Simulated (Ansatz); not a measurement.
Isolated molecules relaxed with PBE0-D4/def2-TZVP in Ansatz; ΔE leaves out vibrations. CBS: MP2 limit from def2 TZ/QZ plus the TZ coupled-cluster correction, frozen cores. Functionals use def2-TZVPP. For Ga outer-core shells are correlated without core-valence functions, which leaves a few kJ/mol of doubt a bond. Scalar relativity is left out up to krypton. One conformer a species, not always the lowest.

Reaction (ligand exchange at a Ga–S bond): `CC[S][GaH2]` + `CBN` → `CB[NH][GaH2]` + `CCS`

`CC[S][GaH2]`:

Cartesian coordinates in Å:
```
C -1.321 -0.288 -0.733
C -0.707 -0.391 0.646
S 0.210 1.113 1.134
Ga 2.169 0.783 0.222
H -0.547 -0.209 -1.500
H -1.924 -1.175 -0.950
H -1.963 0.592 -0.812
H -1.480 -0.511 1.408
H -0.043 -1.253 0.718
H 3.227 1.916 0.394
H 2.378 -0.577 -0.526
```

`CBN`:

Z-matrix (Å, degrees):
```
C
B 1 1.568
H 1 1.095 2 110.4
H 1 1.096 2 110.3 3 116.2
H 1 1.094 2 114.3 3 -121.9
N 2 1.392 1 122.0 3 122.1
H 2 1.202 1 121.0 3 -57.9
H 6 1.005 2 123.2 1 180.0
H 6 1.007 2 123.1 1 -0.0
```

`CB[NH][GaH2]`:

Cartesian coordinates in Å:
```
C 0.451 1.250 -0.884
B -0.826 0.669 -0.183
N -0.842 -0.533 0.554
Ga 0.515 -1.738 0.918
H 0.257 1.380 -1.955
H 0.654 2.258 -0.506
H 1.360 0.656 -0.773
H -1.865 1.277 -0.269
H -1.739 -0.780 0.948
H 0.088 -2.968 1.783
H 1.947 -1.472 0.366
```

`CCS`:

```xyz
9

C    -0.918   -0.250    0.147
C     0.291    0.507   -0.359
S     1.820   -0.466   -0.379
H    -1.087   -1.154   -0.441
H    -1.815    0.374    0.088
H    -0.786   -0.548    1.190
H     0.154    0.805   -1.402
H     0.458    1.422    0.212
H     1.884   -0.689    0.944
```

```
          level  ΔE (kJ/mol)  difference from CCSD(T)/CBS
    LDA (SPW92)         69.4                          9.5
         B2PLYP         60.2                          0.3
       PBE-QIDH         62.7                          2.8
            PBE         69.3                          9.4
         r2SCAN         67.5                          7.6
        LC-ωPBE         60.4                          0.5
    HF/def2-SVP         56.8                         -3.1
  HF/def2-TZVPP         56.1                         -3.8
CCSD/def2-TZVPP         54.5                         -5.4
   HF/CBS(def2)         54.6                         -5.3
    CCSD(T)/CBS         59.9                            0
```

Largest T1 diagnostic among the species: 0.013.

Leaving LDA and LC-ωPBE aside and taking each functional with its dispersion term where it has one, the values, not all of them listed here, spread over 10.7 kJ/mol, from ωB97X-V to PBE-D4. From BLYP to BHLYP (50 % exact exchange), in def2-TZVPP and without D4, ΔE moves by −3.4 kJ/mol.

CCSD(T)/CBS has its own doubt, a few kJ/mol and more with outer-core shells, so smaller differences from it don't rank the levels.
